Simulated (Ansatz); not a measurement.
Basis sets compared for MoO2(NH2)2 (MoN2O2H4). The state is a singlet with charge 0. Geometry r2SCAN-D4/def2-SVP. Ansatz on 2 threads of Intel Xeon Platinum 8259CL on a shared host; times are rough, and most runs start from earlier orbitals.

Cartesian coordinates in Å:
```
Mo -0.5508 -0.2199 0.2809
N 1.2002 -1.0024 0.5557
N -0.4724 1.2929 -0.9270
O -1.0996 0.3496 1.7813
O -1.5333 -1.4007 -0.4384
H 1.5799 -1.7690 0.0043
H 1.8344 -0.7409 1.3077
H -0.3520 2.2590 -0.6303
H -0.6063 1.2314 -1.9342
```

In the def2 sets Mo takes a core potential, while STO-3G treats all electrons; there is no spin–orbit coupling.

STO-3G and 6-31G are all-electron sets without relativity, so their totals don't compare with the def2 sets.

Binding counts from free atoms (Mo septet, N quartet, O triplet, H doublet) in the same basis, without a counterpoise term.

```
           level  functions  energy (Eh)  HOMO (eV)  LUMO (eV)  binding per atom (eV)  wall time
       HF/STO-3G         51   -4193.5687      -7.65       6.01                   2.30     0.85 s
 PBE-D4/def2-SVP        107    -330.2827      -6.13      -2.54                   4.31      2.6 s
PBE0-D4/def2-SVP        107    -330.1996      -7.56      -1.80                   3.96      2.2 s
```

(1) Estimate the rows for HF/def2-TZVP, PBE-D4/def2-TZVP (with forces), PBE0-D4/def2-TZVP.

Answers

(1) 
| level | functions | energy (Eh) | HOMO (eV) | LUMO (eV) | binding per atom (eV) | wall time |
| --- | --- | --- | --- | --- | --- | --- |
| HF/def2-TZVP | 188 | -328.6468 | -11.07 | 1.75 | 1.95 | 5 s |
| PBE-D4/def2-TZVP (with forces) | 188 | -330.6181 | -6.31 | -2.69 | 4.27 | 3.7 s |
| PBE0-D4/def2-TZVP | 188 | -330.5349 | -7.68 | -1.89 | 3.94 | 4 s |
